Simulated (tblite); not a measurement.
A geometry optimisation, step by step.

Species: C4H12AlNO.
Atom-mapped SMILES: `[CH3:1][N:2]1[CH2:3][CH2:4][O+:5]([CH3:6])[AlH2-:7]1` (hydrogens: H8, H9, H10 on C1; H11, H12 on C3; H13, H14 on C4; H15, H16, H17 on C6; H18, H19 on Al7)

Computed with GFN2-xTB (tblite), gas phase: L-BFGS steps from a force-field or distance-geometry start until the largest atomic force falls under 0.01 eV/Å. 8 of its 131 geometries are shown.

Step 0: E = -618.5811 eV, largest atomic force 3.263 eV/Å
```
atom  x, y, z in Å  |  force x, y, z in eV/Å
C1     -2.222   -0.016   -0.374   -0.235  -0.442  -0.989
N2     -1.413    0.189    0.787    0.881  -0.813   0.679
C3     -0.514    1.325    0.695   -2.047   0.569   0.794
C4      0.628    0.980   -0.175    2.154   1.908   0.091
O5      1.349   -0.063    0.472   -0.049  -0.473  -0.660
C6      2.129   -0.690   -0.506    1.623   0.236  -1.063
Al7    -0.072   -1.186    0.853   -2.271  -1.628   1.685
H8     -1.562   -0.121   -1.276   -0.778   0.115  -0.042
H9     -2.790   -0.967   -0.286    0.433   0.511   0.126
H10    -2.957    0.783   -0.546    0.193   0.088   0.035
H11    -0.158    1.517    1.729    0.053  -0.055  -0.438
H12    -1.057    2.237    0.362    0.269  -0.228  -0.067
H13     1.327    1.848   -0.133   -0.052  -0.070  -0.614
H14     0.407    0.730   -1.216   -0.363   0.053   0.167
H15     1.502   -1.113   -1.318    0.289  -0.123   0.368
H16     2.787   -1.466   -0.076   -0.479   0.225   0.012
H17     2.796    0.083   -0.993   -0.345  -0.545   0.445
H18    -0.228   -2.249   -0.318    0.316   0.299  -0.059
H19     0.038   -1.812    2.312    0.408   0.375  -0.469
```

Step 19: E = -619.6581 eV, largest atomic force 0.309 eV/Å
```
atom  x, y, z in Å  |  force x, y, z in eV/Å
C1     -2.340    0.026   -0.423    0.062   0.196   0.087
N2     -1.329    0.065    0.625   -0.166  -0.185   0.031
C3     -0.561    1.292    0.658   -0.116  -0.218   0.034
C4      0.695    1.099   -0.217   -0.239   0.009   0.042
O5      1.172   -0.187    0.167   -0.001   0.134   0.004
C6      2.246   -0.714   -0.582   -0.016  -0.072   0.061
Al7    -0.209   -1.345    1.001   -0.023  -0.304   0.025
H8     -1.890    0.058   -1.425   -0.162  -0.076  -0.021
H9     -2.928   -0.894   -0.326    0.187   0.245  -0.014
H10    -2.992    0.903   -0.328   -0.192  -0.093  -0.012
H11    -0.246    1.460    1.694    0.118   0.019  -0.030
H12    -1.160    2.149    0.331    0.116   0.046  -0.076
H13     1.451    1.873   -0.034    0.032  -0.105  -0.048
H14     0.388    1.103   -1.271    0.212  -0.032   0.035
H15     1.891   -1.213   -1.483   -0.033   0.152  -0.191
H16     2.707   -1.470    0.040    0.147  -0.164   0.181
H17     2.980    0.054   -0.825    0.016   0.101  -0.019
H18    -0.209   -2.528   -0.020    0.036   0.064  -0.065
H19     0.322   -1.723    2.410    0.024   0.284  -0.026
```

Step 37: E = -619.8417 eV, largest atomic force 0.163 eV/Å
```
atom  x, y, z in Å  |  force x, y, z in eV/Å
C1     -2.547    0.109   -0.393   -0.036  -0.059  -0.012
N2     -1.373   -0.033    0.438    0.071  -0.008  -0.029
C3     -0.564    1.168    0.567    0.009  -0.013   0.017
C4      0.732    0.994   -0.251   -0.086   0.124   0.037
O5      1.148   -0.334    0.019   -0.077   0.101  -0.002
C6      2.365   -0.726   -0.567    0.011   0.021   0.045
Al7    -0.206   -1.345    0.951    0.014  -0.060   0.011
H8     -2.296    0.315   -1.443   -0.031   0.151   0.044
H9     -3.093   -0.832   -0.378   -0.043  -0.061   0.060
H10    -3.205    0.902   -0.016   -0.009   0.018  -0.055
H11    -0.274    1.262    1.621    0.101   0.094  -0.048
H12    -1.101    2.079    0.270    0.087  -0.136  -0.022
H13     1.510    1.700    0.069   -0.035   0.010  -0.009
H14     0.541    1.136   -1.321    0.023  -0.099  -0.042
H15     2.234   -1.008   -1.612   -0.046   0.053  -0.141
H16     2.721   -1.592   -0.016   -0.002  -0.054   0.051
H17     3.093    0.083   -0.497    0.135   0.022   0.036
H18    -0.113   -2.683    0.179    0.030  -0.042   0.016
H19     0.417   -1.186    2.374   -0.115  -0.060   0.046
```

Step 56: E = -619.9213 eV, largest atomic force 0.094 eV/Å
```
atom  x, y, z in Å  |  force x, y, z in eV/Å
C1     -2.613    0.129   -0.324    0.031   0.007   0.033
N2     -1.342   -0.069    0.338    0.036   0.019   0.003
C3     -0.548    1.148    0.472    0.013   0.011   0.000
C4      0.755    0.960   -0.310   -0.012   0.028  -0.011
O5      1.206   -0.331    0.064   -0.018   0.070  -0.035
C6      2.427   -0.701   -0.528   -0.023   0.002   0.020
Al7    -0.203   -1.370    0.932   -0.028   0.059  -0.053
H8     -2.484    0.517   -1.344   -0.032  -0.019   0.011
H9     -3.128   -0.829   -0.381    0.001   0.020  -0.002
H10    -3.244    0.837    0.230   -0.045  -0.022   0.002
H11    -0.273    1.296    1.525    0.036   0.006  -0.025
H12    -1.088    2.038    0.138    0.025  -0.030  -0.080
H13     1.514    1.714   -0.054   -0.077  -0.037   0.039
H14     0.585    0.987   -1.396   -0.039   0.000   0.066
H15     2.330   -0.724   -1.619    0.069  -0.010   0.059
H16     2.665   -1.696   -0.159    0.020  -0.014  -0.020
H17     3.217    0.004   -0.244    0.006  -0.062  -0.013
H18     0.056   -2.725    0.219   -0.004   0.015  -0.008
H19     0.160   -1.175    2.432    0.040  -0.044   0.012
```

Step 74: E = -619.9664 eV, largest atomic force 0.106 eV/Å
```
atom  x, y, z in Å  |  force x, y, z in eV/Å
C1     -2.680    0.112   -0.172    0.032  -0.016   0.023
N2     -1.321   -0.029    0.307    0.068  -0.027   0.021
C3     -0.563    1.218    0.327    0.046  -0.024  -0.050
C4      0.781    0.973   -0.378    0.033  -0.018  -0.007
O5      1.199   -0.325    0.021   -0.014   0.057   0.078
C6      2.476   -0.730   -0.414   -0.078   0.006   0.013
Al7    -0.182   -1.360    0.835   -0.023   0.008   0.012
H8     -2.696    0.606   -1.150   -0.067   0.021  -0.062
H9     -3.118   -0.878   -0.283    0.034  -0.020   0.032
H10    -3.316    0.690    0.511    0.042   0.040   0.053
H11    -0.353    1.546    1.357   -0.005  -0.055  -0.072
H12    -1.108    2.025   -0.174    0.065  -0.024  -0.032
H13     1.533    1.719   -0.091   -0.013  -0.008   0.021
H14     0.664    0.982   -1.469   -0.022   0.040   0.029
H15     2.581   -0.585   -1.493    0.029   0.058   0.014
H16     2.546   -1.795   -0.198    0.007   0.005   0.061
H17     3.270   -0.195    0.119   -0.066   0.033  -0.059
H18     0.035   -2.653   -0.006   -0.046  -0.035   0.024
H19     0.243   -1.311    2.343   -0.022  -0.039  -0.096
```

Step 93: E = -620.0530 eV, largest atomic force 0.178 eV/Å
```
atom  x, y, z in Å  |  force x, y, z in eV/Å
C1     -2.712    0.108    0.086    0.106   0.021   0.109
N2     -1.269   -0.002    0.113    0.062   0.066   0.153
C3     -0.576    1.276    0.024   -0.052   0.002   0.075
C4      0.863    0.994   -0.428   -0.073  -0.035   0.012
O5      1.190   -0.309    0.027    0.098  -0.076  -0.127
C6      2.517   -0.699   -0.224    0.030   0.041   0.023
Al7    -0.227   -1.438    0.565   -0.004   0.007   0.007
H8     -3.062    0.616   -0.823    0.001  -0.032   0.035
H9     -3.115   -0.903    0.115   -0.046  -0.012  -0.073
H10    -3.102    0.646    0.959   -0.020   0.098  -0.039
H11    -0.545    1.802    0.994   -0.070  -0.081  -0.043
H12    -1.076    1.954   -0.687    0.087  -0.117  -0.034
H13     1.572    1.723   -0.009   -0.080  -0.048  -0.038
H14     0.935    1.008   -1.522    0.018   0.047  -0.026
H15     2.784   -0.518   -1.273   -0.017  -0.084   0.109
H16     2.594   -1.765   -0.001   -0.091   0.077  -0.029
H17     3.204   -0.151    0.427    0.062   0.046  -0.022
H18    -0.223   -2.664   -0.392    0.051   0.078  -0.061
H19     0.236   -1.671    2.043   -0.060   0.003  -0.030
```

Step 111: E = -620.1080 eV, largest atomic force 0.045 eV/Å
```
atom  x, y, z in Å  |  force x, y, z in eV/Å
C1     -2.697    0.149    0.290   -0.006  -0.011  -0.015
N2     -1.268   -0.015    0.151    0.028   0.008  -0.001
C3     -0.611    1.243   -0.144   -0.012   0.002   0.007
C4      0.872    0.982   -0.450   -0.023  -0.023   0.016
O5      1.180   -0.340   -0.047   -0.040  -0.003   0.021
C6      2.540   -0.677   -0.114    0.010   0.000  -0.004
Al7    -0.238   -1.499    0.384    0.009  -0.005  -0.005
H8     -3.132    0.622   -0.600   -0.023  -0.016  -0.012
H9     -3.141   -0.837    0.415   -0.022  -0.008   0.022
H10    -2.960    0.764    1.160    0.002   0.030   0.004
H11    -0.699    1.943    0.702   -0.004  -0.006   0.019
H12    -1.083    1.730   -1.012    0.006   0.011  -0.007
H13     1.514    1.681    0.098    0.018   0.035  -0.001
H14     1.075    1.087   -1.522    0.020  -0.012  -0.019
H15     2.915   -0.598   -1.138    0.015  -0.006  -0.030
H16     2.622   -1.708    0.225   -0.020   0.003  -0.001
H17     3.133   -0.028    0.538    0.016  -0.008   0.015
H18    -0.217   -2.552   -0.763    0.026   0.009  -0.005
H19     0.186   -1.939    1.819    0.000  -0.001  -0.006
```

Step 130: E = -620.1137 eV, largest atomic force 0.009 eV/Å
```
atom  x, y, z in Å  |  force x, y, z in eV/Å
C1     -2.703    0.148    0.276    0.003   0.001  -0.001
N2     -1.271   -0.016    0.152   -0.002   0.003   0.000
C3     -0.611    1.246   -0.117    0.004   0.003   0.002
C4      0.869    0.987   -0.440    0.003   0.001  -0.001
O5      1.185   -0.322   -0.004   -0.002   0.002  -0.004
C6      2.536   -0.682   -0.117    0.007   0.002   0.003
Al7    -0.230   -1.496    0.379    0.001  -0.005  -0.002
H8     -3.143    0.551   -0.646   -0.001  -0.003   0.006
H9     -3.144   -0.827    0.476   -0.001   0.000   0.002
H10    -2.966    0.826    1.099    0.004  -0.001  -0.007
H11    -0.690    1.921    0.751    0.002  -0.002  -0.004
H12    -1.082    1.760   -0.969   -0.001   0.003   0.005
H13     1.518    1.709    0.072   -0.004  -0.003  -0.003
H14     1.053    1.057   -1.519   -0.002  -0.003   0.002
H15     2.876   -0.619   -1.155    0.002   0.003  -0.005
H16     2.606   -1.713    0.225   -0.002   0.000   0.002
H17     3.167   -0.043    0.510   -0.008  -0.002   0.004
H18    -0.146   -2.521   -0.792   -0.002   0.002   0.002
H19     0.167   -1.959    1.813   -0.002  -0.001   0.000
```

Question: Summarise the path.

Answer: The energy falls by 35.34 kcal/mol from step 0 to step 130; nine tenths of that is first reached at step 72. It falls at every step. The largest force goes from 3.263 to 0.009 eV/Å. Among the bonds N2–Al7 changes most, from 1.921 to 1.823 Å; the atoms move by 1.004 Å rms after alignment.

Question: Follow the three bonds and two angles with the largest change from start to end.

Answer: 
```
step  E above end (kcal/mol)  largest force (eV/Å)  N2–Al7 (Å)  C3–C4 (Å)  C6–H17 (Å)  C1–N2–Al7 (°)  C3–N2–Al7 (°)
   0                   35.34                 3.263       1.921      1.476       1.130          108.7           97.4
   6                   15.95                 0.355       1.835      1.528       1.100          109.6          109.4
  11                   13.69                 0.370       1.842      1.539       1.085          114.9          109.6
  17                   11.50                 0.312       1.847      1.535       1.096          120.5          109.1
  23                    8.98                 0.248       1.849      1.544       1.094          126.9          108.2
  28                    7.87                 0.249       1.844      1.541       1.090          130.0          106.0
  34                    6.64                 0.182       1.832      1.536       1.094          136.0          103.4
  40                    5.87                 0.225       1.829      1.535       1.095          140.8          101.1
  45                    4.99                 0.183       1.824      1.537       1.091          142.4          101.3
  51                    4.63                 0.098       1.825      1.529       1.097          141.9          102.6
  57                    4.39                 0.109       1.829      1.530       1.096          142.7          103.1
  62                    4.10                 0.095       1.829      1.527       1.094          143.4          103.7
  68                    3.84                 0.139       1.829      1.527       1.091          141.9          104.9
  73                    3.46                 0.118       1.829      1.538       1.096          139.0          106.9
  79                    2.96                 0.201       1.827      1.536       1.095          133.3          112.1
  85                    2.38                 0.138       1.825      1.536       1.094          129.4          114.8
  90                    1.89                 0.180       1.822      1.536       1.097          129.0          115.6
  96                    0.91                 0.175       1.836      1.534       1.090          129.7          116.5
 102                    0.34                 0.127       1.822      1.536       1.095          129.2          118.3
 107                    0.17                 0.048       1.819      1.537       1.095          129.4          118.6
 113                    0.11                 0.052       1.822      1.537       1.095          129.7          118.5
 119                    0.03                 0.053       1.825      1.537       1.094          130.3          118.0
 124                    0.01                 0.022       1.823      1.536       1.095          130.2          118.0
 130                    0.00                 0.009       1.823      1.537       1.095          130.3          118.0
```

The cost below is that of the whole relaxation. Hardware: Arm Neoverse N1, one thread, no GPU, shared host with 64 logical CPUs at a one-minute load of 56. Cost: 1.5 s of wall time.
